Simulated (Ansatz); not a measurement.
The same path of BFGaH3 (6 atoms, charge 0, multiplicity 1) was run twice with different band settings. Lost on the way: Ga2–H6. Made: B1–H6.

Method: RKS PBE0/def2-SVP in Ansatz 0.2.0.

Relaxed end points:

```xyz
6
Properties=species:S:1:pos:R:3
B -0.763 0.461 -0.706
Ga 0.628 -0.257 0.665
F 1.202 -1.897 0.334
H -1.951 0.298 -0.547
H -0.424 1.066 -1.696
H 1.309 0.330 1.950
```

```xyz
6
Properties=species:S:1:pos:R:3
B -0.435 0.759 -0.073
Ga 0.597 -1.023 0.113
F 1.455 -2.542 0.242
H -1.576 0.337 -0.007
H -0.035 1.108 -1.169
H -0.007 1.361 0.895
```

Common settings: spring 5.0 eV/Å²; optimiser quadratic models (default); start path through a guess of the saddle point; force threshold 0.05 eV/Å; iteration limit 60; end points relaxed.

| run | movable images | climbing image |
| --- | --- | --- |
| 1 | 7 | yes |
| 2 | 4 | no |

Question: What does each run give, and how far can it be trusted?

Answer: Run 1: converged after 13 iterations, highest image 0.554 eV above the first end. A vibrational analysis at the climbing image gives one clearly imaginary mode, 421i cm⁻¹: a first-order saddle point.
Run 2: converged after 10 iterations, highest image 0.472 eV above the first end. Neighbouring images differ by up to 1.3 eV, so the band resolves the path poorly. No image climbed, so the highest image needn't sit at the top of the path.
The orbitals stay closed-shell, which can raise the energy where a bond breaks towards radicals; this wasn't checked here.
